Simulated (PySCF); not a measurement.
C₄H₈GeO₃S.
Bonds: O1–S2 (double), S2–O3 (double), S2–O4, S2–C5, C5–C6 (double), C6–C7, C7–Ge8, Ge8–C9, C5–C9. Hydrogens: H10 on O4; H11 on C6; H12, H13 on C7; H14, H15 on Ge8; H16, H17 on C9.

Computed, not measured: TDDFT wB97X-D/def2-SVPD, vertical, gas phase, core orbitals frozen in the response in PySCF. Geometry: PBE0-D3(BJ)/def2-SVP, one conformer, isolated molecule. The wB97X-D/def2-SVPD calculation is non-relativistic and has no spin–orbit coupling, an omission that weighs most on germanium.

```csv
state,E (eV),E (hartree),f,"main configurations (H = HOMO, L = LUMO)"
S1,6.58,0.2418,0.210,"H→L (81%), H-1→L (12%)"
S2,6.61,0.2429,0.030,"H-1→L (82%), H→L (12%)"
S3,6.93,0.2547,0.0014,H-2→L (93%)
S4,7.28,0.2674,0.015,H-3→L (82%)
S5,7.35,0.2701,0.0043,H→L+1 (88%)
S6,7.73,0.2841,0.013,"H-4→L (70%), H-3→L (10%), H-5→L (10%)"
S7,7.84,0.2880,0.0004,"H→L+2 (75%), H→L+3 (10%)"
S8,8.05,0.2959,0.0090,H-1→L+1 (70%)
S9,8.08,0.2968,0.0001,"H-6→L (65%), H-7→L (15%)"
S10,8.17,0.3003,0.012,"H→L+3 (36%), H→L+4 (25%)"
```

Triplets (Tamm–Dancoff): T1 4.21 eV, H→L (91%); T2 6.42 eV, H-1→L (89%); T3 6.77 eV, H-2→L (92%); T4 7.01 eV, H-3→L (80%).

The lowest singlet comes at 188 nm (635 kJ/mol) in the vacuum ultraviolet; it is strong; its leading configuration is HOMO→LUMO (81%). The lowest level is also the most intense of those listed (f = 0.210). Löwdin shares by element: HOMO carbon 73% (atoms not listed hold the other 27%); LUMO carbon 65% or more, sulfur 8% (atoms not listed hold the other 27%). The oscillator strengths of these states sum to 0.295; summed over the whole spectrum of an exact calculation they would give the number of electrons, 104 (Thomas–Reiche–Kuhn). Of the 10 states listed, 5 reach f = 0.01 and 2 stay under 0.0005. The listed states span 1.59 eV, and the widest gap between neighbours is 0.38 eV (S5 to S6). No computed singlet lies in the visible range (380 to 750 nm); the lowest, at 188 nm, stands 3.32 eV above its violet end (3.26 eV). The vertical ionisation energy (ΔSCF) is 9.99 eV, 1.82 eV above S10. Singlets were solved by full linear response, triplets in the Tamm–Dancoff approximation.
